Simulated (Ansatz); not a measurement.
The cluster Ga₃N₃⁺, relaxed as a doublet with UKS PBE-D4/def2-SVP in Ansatz, starting from the GFN1-xTB geometry. Force threshold 0.02 eV/Å.

The charge 1 doublet is spin-contaminated (final ⟨S²⟩ up to 1.74, 0.75 for a pure state). Another isomer (doublet) lies 1.23 eV lower at PBE0-D4/def2-TZVP; other spin states weren't run for this one.

Start:

```xyz
6

Ga   -2.068    2.171   -1.221
Ga    1.576   -1.981    0.349
Ga   -0.042    0.114    0.121
N     0.500   -1.366   -1.022
N    -1.092    1.666    0.279
N     1.125   -0.604    1.494
```

```json
{"step": "1", "energy (eV)": "-161539.5506", "largest force component (eV/Å)": "1.349", "SCF passes": "101"}
{"step": "2", "energy (eV)": "-161539.6036", "largest force component (eV/Å)": "0.691", "SCF passes": "46"}
{"step": "3", "energy (eV)": "-161539.6311", "largest force component (eV/Å)": "0.140", "SCF passes": "54"}
{"step": "4", "energy (eV)": "-161539.6338", "largest force component (eV/Å)": "0.098", "SCF passes": "44"}
{"step": "5", "energy (eV)": "-161539.6346", "largest force component (eV/Å)": "0.064", "SCF passes": "50"}
{"step": "6", "energy (eV)": "-161539.6361", "largest force component (eV/Å)": "0.031", "SCF passes": "49"}
{"step": "7", "energy (eV)": "-161539.6363", "largest force component (eV/Å)": "0.007", "SCF passes": "44"}
```

Force components are those of the run's own axes.

End:

Cartesian coordinates in Å:
```
Ga -2.075 2.092 -1.270
Ga 1.522 -2.019 0.299
Ga -0.015 0.183 0.254
N 0.460 -1.242 -1.020
N -1.082 1.642 0.209
N 1.190 -0.656 1.528
```

By distances, no bond broke or formed. The bond that changes most is Ga3–N5, from 1.88 to 1.81 Å (atoms count from 1).

No frequencies were taken in this run, so the end may be a saddle point.

It took 20 s on 4 threads of Arm Neoverse V2 on a shared host.
